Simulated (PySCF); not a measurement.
**Correlation energy of Ne²⁺ (neon, charge +2)**

[He] 2s1 2p5, high-spin 3P determinant (an excited configuration). All numbers are calculated (PySCF 2.14, no relativity, point nucleus, in def2-TZVPPD). Frozen: nothing; 8 electrons correlated.

```tsv
level	correlation energy (mhartree)
CCSD	-218.61
(T)	-3.13
CCSD(T)	-221.74
```

Diagnostics: T1 = 0.0030, D1 = 0.0088, largest double amplitude 0.041.

Cost of the coupled-cluster step: roughly 1.4 core-seconds, for 8 correlated electrons.

Iterations:

```
CC2 = 0
CCSD nocc = (np.int64(5), np.int64(3)), nmo = (40, 40)
frozen orbitals [[], []]
max_cycle = 100
direct = 0
conv_tol = 1e-08
conv_tol_normt = 1e-06
diis_space = 8
diis_start_cycle = 0
Init t2, MP2 energy = -0.196379967604384
Init E_corr(UCCSD) = -0.19637996762202
cycle = 1  E_corr(UCCSD) = -0.211982962664927  dE = -0.015602995  norm(t1,t2) = 0.0323715
cycle = 2  E_corr(UCCSD) = -0.21590554336599  dE = -0.0039225807  norm(t1,t2) = 0.0143839
cycle = 3  E_corr(UCCSD) = -0.218709666014382  dE = -0.00280412265  norm(t1,t2) = 0.0071073
cycle = 4  E_corr(UCCSD) = -0.218597641813521  dE = 0.000112024201  norm(t1,t2) = 0.00110035
cycle = 5  E_corr(UCCSD) = -0.218612573028767  dE = -1.49312152e-05  norm(t1,t2) = 0.000219406
cycle = 6  E_corr(UCCSD) = -0.218616444064032  dE = -3.87103527e-06  norm(t1,t2) = 8.20931e-05
cycle = 7  E_corr(UCCSD) = -0.218614550522744  dE = 1.89354129e-06  norm(t1,t2) = 1.90468e-05
cycle = 8  E_corr(UCCSD) = -0.218614964853938  dE = -4.14331194e-07  norm(t1,t2) = 3.09085e-06
cycle = 9  E_corr(UCCSD) = -0.218614907529907  dE = 5.73240315e-08  norm(t1,t2) = 8.73779e-07
cycle = 10  E_corr(UCCSD) = -0.218614898239758  dE = 9.29014871e-09  norm(t1,t2) = 2.40957e-07
UCCSD converged
E(UCCSD) = -125.620193820298  E_corr = -0.2186148982397578
UCCSD(T) correction = -0.00312800287223303
```

This basis was not built for core-valence correlation, so the inner-shell part is incomplete.
